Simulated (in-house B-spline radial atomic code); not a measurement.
Checks on a self-consistent run for Lu VI (Lu5+), [Kr] 4d10 (4f5/2)6 (4f7/2)7 5s1 5p6. Level of theory: Dirac-Hartree-Fock, average of the jj configuration, Fermi nucleus of rms radius 5.37 fm; calculated with a radial B-spline atomic code at the basis-set limit.

| orbital | q | ε (Eh) | <1/r> | <r²> | small-component weight |
| --- | --- | --- | --- | --- | --- |
| 1s1/2 | 2 | -2343.83646 | 82.1805 | 0.000512089 | 0.071139 |
| 2s1/2 | 2 | -405.89066 | 19.8978 | 0.00785218 | 0.016029 |
| 2p1/2 | 2 | -386.63623 | 19.8244 | 0.00565531 | 0.016045 |
| 2p3/2 | 4 | -345.47639 | 16.9489 | 0.00685937 | 0.01462 |
| 3s1/2 | 2 | -96.09402 | 7.31104 | 0.0513406 | 0.0052449 |
| 3p1/2 | 2 | -87.61622 | 7.21338 | 0.0474475 | 0.0051723 |
| 3p3/2 | 4 | -78.67880 | 6.4793 | 0.0540493 | 0.0047749 |
| 3d3/2 | 4 | -64.48258 | 6.34886 | 0.0423922 | 0.0046293 |
| 3d5/2 | 6 | -62.53269 | 6.17335 | 0.0441883 | 0.0045178 |
| 4s1/2 | 2 | -22.24763 | 3.03343 | 0.258511 | 0.0016668 |
| 4p1/2 | 2 | -18.77423 | 2.92533 | 0.268485 | 0.0015843 |
| 4p3/2 | 4 | -16.69295 | 2.68467 | 0.302834 | 0.0014478 |
| 4d3/2 | 4 | -10.95506 | 2.46009 | 0.338131 | 0.0012547 |
| 4d5/2 | 6 | -10.51346 | 2.39747 | 0.352019 | 0.0012126 |
| 4f5/2 | 6 | -3.39775 | 1.93057 | 0.532815 | 0.00083081 |
| 4f7/2 | 7 | -3.31540 | 1.90236 | 0.55064 | 0.00081177 |
| 5s1/2 | 1 | -5.04793 | 1.16433 | 1.46159 | 0.00035731 |
| 5p1/2 | 2 | -3.81248 | 1.05298 | 1.75142 | 0.00029916 |
| 5p3/2 | 4 | -3.49762 | 0.972 | 1.99059 | 0.0002633 |

Electron-electron repulsion V_ee = 5269.4046 hartree.

(1) What total energy follows from the eigenvalues?

(2) Does the Dirac virial theorem hold?

(3) What diamagnetic shielding (Lamb formula) and susceptibility (Langevin formula) do the radii give?

## Answers

(1) The eigenvalues count the repulsion twice, so E = Σqε - V_ee = -9295.869 - 5269.405 = -14565.273 hartree; the run printed -14565.273.

(2) For a point nucleus E = -2c²Σq·w, with w the small-component weight. Here Σq·w = 0.38773 and c = 137.0360, so the ratio E/(-2c²Σq·w) is 1.000219; the finite nucleus accounts for the departure from 1.

(3) σ = (α²/3)Σq<1/r> = 507.942/(3·137.036²) = 9016.2 ppm, and χ = -0.79199×10⁻⁶·Σq<r²> = -21.08×10⁻⁶ cm³/mol with Σq<r²> = 26.612 bohr². Both are non-relativistic formulas without the paramagnetism of open shells; for so heavy an element the full relativistic shielding is larger by tens of per cent.
